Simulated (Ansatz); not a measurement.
CH$_{3}$BrOSSi (`S[Si@@H]1O[C@H]1Br`). Total charge 0; spin multiplicity 1.

| atom | x (Å) | y (Å) | z (Å) |
| --- | --- | --- | --- |
| S1 | 1.9688 | -0.6534 | -1.1075 |
| Si2 | 0.3087 | 0.3203 | -0.2540 |
| O3 | 0.1836 | 0.2287 | 1.4028 |
| C4 | -0.9142 | -0.4878 | 0.7940 |
| Br5 | -2.6500 | 0.2918 | 1.1233 |
| H6 | 2.0402 | 0.2294 | -2.1184 |
| H7 | 0.0172 | 1.6073 | -0.9107 |
| H8 | -0.9544 | -1.5363 | 1.0705 |

(1) List the harmonic frequencies (cm⁻¹, unscaled) at PBE0-D4/def2-TZVP in Ansatz. (Estimate.)

(2) Is this a minimum?

(3) Give the ideal-gas thermochemistry at 298.15 K and 1 bar (rigid rotor, harmonic oscillator; point group C1, symmetry number 1).

(4) And at 400, 500, 600, 800 and 1000 K?

Answers

(1) Computed: 81, 121, 160, 201, 341, 518, 577, 630, 741, 752, 812, 827, 1052, 1087, 1239, 2284, 2713, 3169.

(2) Yes, all 18 modes are real.

(3) Zero-point energy 103.5 kJ/mol; H(298) − E = 123.8 kJ/mol; entropy 357.3 J/(mol·K), of which translation 173.0, rotation 119.9, vibration 64.4; G(298) − E = 17.3 kJ/mol. Modes under 100 cm⁻¹ are hindered rotations or soft bends, so the harmonic entropy is rough.

(4) 
| T (K) | H − E (kJ/mol) | S (J/mol/K) | G − E (kJ/mol) |
| --- | --- | --- | --- |
| 400 | 134.9 | 389.1 | -20.8 |
| 500 | 147.1 | 416.4 | -61.1 |
| 600 | 160.3 | 440.5 | -103.9 |
| 800 | 188.9 | 481.4 | -196.3 |
| 1000 | 219.4 | 515.4 | -296.0 |
